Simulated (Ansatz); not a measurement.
Two structures of SnH6Se, singlet, reached by relaxing down either side of one saddle point (PBE0-D4/def2-TZVP). Energies are electronic, without zero-point energy. Program: Ansatz 0.2.0. Basis: def2-TZVPP and def2-QZVPP. Cores are frozen in the correlated methods. Filled d shells of the heavier atoms are correlated. Core potentials replace the inner electrons of the atoms past krypton. The def2 sets are not built for correlating such inner shells, so the correlated values are less sure here. Extrapolation: Hartree–Fock as exp(−7.88 √X), correlation as X^−2.97. First:

Sn1  (-1.370, -0.144, -0.567)
H2  (-0.279, -1.449, -0.672)
H3  (-0.691, 1.242, -1.289)
H4  (-1.756, 0.168, 1.061)
H5  (-2.799, -0.560, -1.409)
H6  (2.197, -0.670, 1.561)
Se7  (2.025, 0.765, 1.313)
H8  (2.672, 0.648, 0.002)
(Å)

Second:

Sn1  (-0.900, 0.901, -0.168)
H2  (0.680, -3.001, 0.239)
H3  (-1.033, 2.297, -1.137)
H4  (-2.016, 0.935, 1.115)
H5  (-1.096, -0.499, -1.120)
H6  (0.917, -2.328, 0.462)
Se7  (1.374, 0.859, 0.950)
H8  (2.073, 0.835, -0.341)
(Å)

Problem. Which bonds change from the first to the second?

Solution. H₂Se + SnH₄ → SnH₄Se ([SeH][SnH3]) + H₂; bonds formed: Sn1–Se7, H2–H6; bonds broken: Sn1–H2, H6–Se7.

Problem. Give the saddle point's structure and its height above each. (To be estimated.)

Solution. By the calculation: 1.720 eV above the first and 2.326 eV above the second (CCSD(T) at an estimated basis limit (MP2 extrapolated from triple and quadruple zeta, plus CCSD(T) − MP2 in triple zeta)).
Sn1  (-0.927, 0.155, -0.249)
H2  (0.177, -1.475, 0.022)
H3  (-0.558, 1.559, -1.141)
H4  (-1.740, 0.323, 1.229)
H5  (-1.813, -0.863, -1.325)
H6  (0.837, -0.942, 0.486)
Se7  (1.675, 0.568, 1.141)
H8  (2.349, 0.673, -0.161)
(Å)

No T1 diagnostic of these runs exceeds 0.014.

Labels in which every atom is bracketed show which atoms are joined, not bond orders.

For scale, one of the runs: CCSD(T)/def2-TZVPP, 182 basis functions, launched by `ansatz run in.yaml --threads 4 --pin off --events-out ev --progress --plain --max-ram 9574MiB`. Hardware: 4 CPU threads of an AMD EPYC 7R43, shared host. Wall time 42 s; peak host memory 2 GiB.
